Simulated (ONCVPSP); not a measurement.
zinc ONCV: all-electron and pseudo phase curves

ONCVPSP 4.0.1 input, shortened (lines: element, Z, core and valence counts, functional; n l f; lmax; l rc ep ncon nbas qcut; lloc lpopt rc5 dvloc0; l nproj debl; icmod fcfact rcfact), PBEsol, scalar-relativistic:

```
  Zn 30.00    3    4  -116133      upf
    1    0    2.00
    2    0    2.00
    2    1    6.00
    3    0    2.00
    3    1    6.00
    3    2   10.00
    4    0    2.00
    2
    0    1.25    0.00    4    7    9.00
    1    0.95    0.00    4    8   12.90
    2    1.40    0.00    4    8   10.90
    4    5    0.95    3.00
    0    3    0.90
    1    3    3.20
    2    3    0.40
    0    0.00    0.00
```

The phase is arctan(r·R′/R) of the radial function R(r), unwrapped; energies in Ha, scanned from -6 to 5 Ha. A pole is an energy at which the radial function vanishes at the test radius. The pseudo phase is shifted by a multiple of π to meet the all-electron one at the reference energy, and phase errors are pseudo minus all-electron; the curves can meet again beyond the range given. Levels narrower than the energy grid can be missing from the lists of poles.

```
channel  radius (bohr)  reference energy (Ha)  poles, all-electron  poles, pseudo  unbroken range about the reference energy with phases within 0.05 rad  phase error 1 Ha above the reference energy (rad)
      s           1.27                  -0.22                -4.31          -4.31                                                        the whole range                                             +0.000
      p           0.96                  -3.06                -0.62          -0.62                                                        the whole range                                             +0.000
      d           1.42                  -0.37                 0.14           0.14                                                        the whole range                                             +0.000
```

Phases in the d channel:

| E (Ha) | all-electron | pseudo |
| --- | --- | --- |
| -5.96 | 1.320 | 1.320 |
| -5.40 | 1.304 | 1.304 |
| -4.84 | 1.285 | 1.285 |
| -4.28 | 1.261 | 1.261 |
| -3.72 | 1.230 | 1.230 |
| -3.16 | 1.188 | 1.188 |
| -2.60 | 1.127 | 1.127 |
| -2.04 | 1.022 | 1.022 |
| -1.48 | 0.794 | 0.794 |
| -0.92 | 0.029 | 0.029 |
| -0.36 | -1.194 | -1.194 |
| 0.20 | -1.600 | -1.600 |
| 0.76 | -1.798 | -1.798 |
| 1.32 | -1.976 | -1.976 |
| 1.88 | -2.223 | -2.223 |
| 2.44 | -2.669 | -2.670 |
| 3.00 | -3.382 | -3.382 |
| 3.56 | -3.945 | -3.946 |
| 4.12 | -4.234 | -4.234 |
| 4.68 | -4.389 | -4.390 |
